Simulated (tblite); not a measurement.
C₅H₁₀GeN₂.
Numbering: `[CH2:1]=[CH:2]/[CH:3]=[N:4]\[N:5]([GeH3:6])[CH:7]=[CH2:8]` (hydrogens: H9, H10 on C1; H11 on C2; H12 on C3; H13, H14, H15 on Ge6; H16 on C7; H17, H18 on C8)

Computed with GFN2-xTB (tblite), gas phase: L-BFGS steps from a force-field or distance-geometry start until the largest atomic force falls under 0.01 eV/Å.

The end geometry, which sets the zero of energy:
```
atom  x, y, z in Å
C1     -3.1740   -1.1816    0.1071
C2     -1.9637   -0.6774   -0.1248
C3     -1.5745    0.6465    0.3113
N4     -0.4322    1.2211    0.3718
N5      0.7570    0.6247    0.1538
Ge6     2.0427    1.9134   -0.1646
C7      0.9901   -0.7320    0.2458
C8      2.0534   -1.3238   -0.2855
H9     -3.9006   -0.6473    0.6972
H10    -3.4715   -2.1463   -0.2665
H11    -1.2522   -1.2368   -0.7190
H12    -2.3884    1.3056    0.5956
H13     2.3007    2.0004   -1.6417
H14     3.3002    1.4998    0.5338
H15     1.4270    3.1612    0.3507
H16     0.2777   -1.2782    0.8532
H17     2.2508   -2.3676   -0.1268
H18     2.7488   -0.7755   -0.9031
```

**Question.** These geometries come from the run, each turned onto the end geometry. Order them by energy, lowest first.
A.
```
atom  x, y, z in Å
C1     -3.3158   -0.4028   -0.1975
C2     -1.9965   -0.2561   -0.1037
C3     -1.2872    0.1769    1.0885
N4     -0.0539    0.4547    1.2097
N5      0.8104    0.2357    0.1119
Ge6     1.4628    1.7509   -0.6468
C7      1.3106   -1.0621    0.0018
C8      2.5687   -1.3879    0.2387
H9     -3.9562   -0.2705    0.6633
H10    -3.7833   -0.6564   -1.1427
H11    -1.3874   -0.3897   -0.9901
H12    -1.8609    0.3533    1.9936
H13     2.0293    1.2073   -1.9177
H14     2.4489    2.6183    0.1169
H15     0.2041    2.5257   -0.8473
H16     0.6107   -1.8288   -0.3153
H17     2.9265   -2.3882    0.0791
H18     3.2604   -0.6740    0.6459
```
B.
```
atom  x, y, z in Å
C1     -3.1731   -1.1336   -0.0215
C2     -1.9115   -0.7057   -0.0079
C3     -1.5394    0.5856    0.5196
N4     -0.4113    1.1926    0.5221
N5      0.7613    0.6243    0.1639
Ge6     2.0220    1.9278   -0.1897
C7      1.0261   -0.7280    0.2918
C8      1.9629   -1.3533   -0.4087
H9     -3.9561   -0.5688    0.4610
H10    -3.4526   -2.0507   -0.5118
H11    -1.1374   -1.2767   -0.5001
H12    -2.3438    1.2070    0.9004
H13     2.5667    1.7389   -1.5791
H14     3.1332    1.7931    0.8033
H15     1.2840    3.2155   -0.0833
H16     0.4466   -1.2413    1.0540
H17     2.2087   -2.3867   -0.2424
H18     2.5052   -0.8338   -1.1833
```
C.
```
atom  x, y, z in Å
C1     -3.1791   -0.9988   -0.1188
C2     -1.8873   -0.6926   -0.0042
C3     -1.4684    0.4980    0.6999
N4     -0.3384    1.0982    0.7595
N5      0.8334    0.5722    0.3186
Ge6     1.9248    1.9404   -0.2585
C7      1.0820   -0.7849    0.3169
C8      2.0387   -1.3917   -0.3756
H9     -3.9271   -0.4001    0.3769
H10    -3.5270   -1.8198   -0.7201
H11    -1.1512   -1.2654   -0.5489
H12    -2.2778    1.0666    1.1539
H13     2.4983    1.5567   -1.5842
H14     3.0631    2.1745    0.6850
H15     1.0015    3.0967   -0.3730
H16     0.4355   -1.3437    0.9866
H17     2.1786   -2.4542   -0.2898
H18     2.6917   -0.8461   -1.0358
```
D.
```
atom  x, y, z in Å
C1     -3.2352   -0.8201   -0.1761
C2     -1.9419   -0.5353   -0.0059
C3     -1.4510    0.5030    0.8742
N4     -0.2561    0.9525    0.9904
N5      0.8534    0.4102    0.4107
Ge6     1.7597    1.8405   -0.3641
C7      1.1433   -0.9327    0.2967
C8      2.2730   -1.3759   -0.2590
H9     -4.0356   -0.3533    0.3897
H10    -3.5413   -1.5306   -0.9329
H11    -1.2104   -0.9904   -0.6695
H12    -2.1887    1.1150    1.3984
H13     2.3006    1.3432   -1.6633
H14     2.8178    2.3076    0.5746
H15     0.7089    2.8490   -0.6847
H16     0.5062   -1.6351    0.8330
H17     2.5337   -2.4141   -0.2319
H18     2.9550   -0.7272   -0.7919
```
E.
```
atom  x, y, z in Å
C1     -3.1663   -1.1862    0.0519
C2     -1.9365   -0.6848   -0.0406
C3     -1.5759    0.6405    0.4104
N4     -0.4406    1.2355    0.4318
N5      0.7399    0.6529    0.1407
Ge6     2.0581    1.9027   -0.1641
C7      0.9945   -0.6975    0.2599
C8      1.9826   -1.3040   -0.3851
H9     -3.9604   -0.6520    0.5454
H10    -3.4108   -2.1546   -0.3483
H11    -1.1697   -1.2613   -0.5346
H12    -2.3911    1.2907    0.7094
H13     2.5519    1.8480   -1.5844
H14     3.2124    1.5401    0.7213
H15     1.3472    3.1696    0.1249
H16     0.3816   -1.2201    0.9873
H17     2.2099   -2.3403   -0.2120
H18     2.5646   -0.7731   -1.1256
```

**Answer.** E (0.037 eV), B (0.067 eV), C (0.126 eV), D (0.275 eV), A (0.737 eV).

In the order of the answer:

| step | E above end (eV) | largest force (eV/Å) | rms force component (eV/Å) | rms distance from end (Å) | rms bond change (Å) | bond most changed (Å) |
| --- | --- | --- | --- | --- | --- | --- |
| 102 | 0.037 | 0.13 | 0.045 | 0.158 | 0.002 | N5–Ge6 -0.006 |
| 92 | 0.067 | 0.11 | 0.044 | 0.259 | 0.002 | N5–C7 +0.004 |
| 76 | 0.126 | 0.13 | 0.053 | 0.411 | 0.004 | N4–N5 +0.010 |
| 56 | 0.275 | 0.35 | 0.127 | 0.606 | 0.007 | N4–N5 +0.016 |
| 16 | 0.737 | 0.31 | 0.100 | 1.135 | 0.020 | N4–N5 +0.066 |
